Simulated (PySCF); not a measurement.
## Mo³⁰⁺ (molybdenum, charge +30): Hartree-Fock from Schrödinger to Dirac-Coulomb-Breit

Occupied: 1s1/2, 2s1/2, 2p1/2, 2p3/2, 3s1/2. Hartree-Fock calculated with PySCF 2.14 in an even-tempered Gaussian basis (20 s from 2.1 bohr⁻², ratio 2.3; 15 p from 2.6 bohr⁻², ratio 2.3), Gaussian nucleus throughout. NR is non-relativistic, sf-X2C the spin-free one-electron X2C Hamiltonian, X2C adds the bare one-electron spin-orbit term, X2C-SNSO screens it by Boettger's factors, DC is four-component Dirac-Coulomb, and the Gaunt and Breit terms are added at first order (total energies over the DC spinors, levels after relaxing the spinors in that mean field). QED terms are absent. Levels marked empty are virtual spinors of this ion; the basis has s and p functions only, so 3d, which can lie below the n = 4 levels, is absent.

| level (eV) | NR | sf-X2C | X2C | X2C-SNSO |
| --- | --- | --- | --- | --- |
| 1s1/2 | -21219.5 | -21713.4 | -21712.6 | -21712.7 |
| 2s1/2 | -4301.5 | -4430.3 | -4430.1 | -4430.2 |
| 2p1/2 | -4087.3 | -4126.2 | -4206.4 | -4202.3 |
| 2p3/2 | -4087.3 | -4126.2 | -4089.0 | -4090.7 |
| 3s1/2 | -1687.7 | -1725.0 | -1725.0 | -1725.0 |
| 3p1/2 (empty) | -1568.4 | -1582.7 | -1601.5 | -1600.5 |
| 3p3/2 (empty) | -1568.4 | -1582.7 | -1574.0 | -1574.4 |
| 4s1/2 (empty) | -870.01 | -884.88 | -884.87 | -884.87 |

**Question.** Where do the four-component calculations put these levels?

**Answer.** 1s1/2: DC -21727.2, DC+Gaunt -21689.3, DC+Breit -21691.7; 2s1/2: DC -4431.8, DC+Gaunt -4428.2, DC+Breit -4428.4; 2p1/2: DC -4202.9, DC+Gaunt -4196.6, DC+Breit -4197.3; 2p3/2: DC -4091.9, DC+Gaunt -4087.4, DC+Breit -4088.1; 3s1/2: DC -1725.3, DC+Gaunt -1724.4, DC+Breit -1724.5; 3p1/2 (empty): DC -1600.7, DC+Gaunt -1599.2, DC+Breit -1599.4; 3p3/2 (empty): DC -1574.6, DC+Gaunt -1573.6, DC+Breit -1573.8; 4s1/2 (empty): DC -885.00, DC+Gaunt -884.67, DC+Breit -884.72 (eV).

```csv
Hamiltonian,E (hartree),E − E(DC) (hartree),CPU seconds
NR,-3301.6141,69.1512,0.36
sf-X2C,-3369.5701,1.1953,0.21
X2C,-3370.0178,0.7475,0.27
X2C-SNSO,-3369.9753,0.7901,0.27
DC,-3370.7653,0.0000,14
DC+Gaunt,-3368.4333,2.3321,25
DC+Breit,-3368.6373,2.1280,78
```

Weight of the small component: 1s1/2 0.0235, 2s1/2 0.00502, 2p1/2 0.00495, 2p3/2 0.00480, 3s1/2 0.00181, 3p1/2 0.00175, 3p3/2 0.00171, 4s1/2 0.000892.

Koopmans' value for the highest occupied level at DC+Breit: 1724.5 eV, against an ionisation energy of 1730.1 ± 2.5 eV (semi-empirical (NIST evaluation); NIST Atomic Spectra Database, ionization energies); the former lacks relaxation, correlation, QED and recoil.

The whole ladder took 120 s of wall time on 1 thread of Intel(R) Xeon(R) Platinum 8488C (shared host), launched as `OMP_NUM_THREADS=1 python relrun2.py TASK.json OUT` (a driver that calls PySCF for each Hamiltonian).
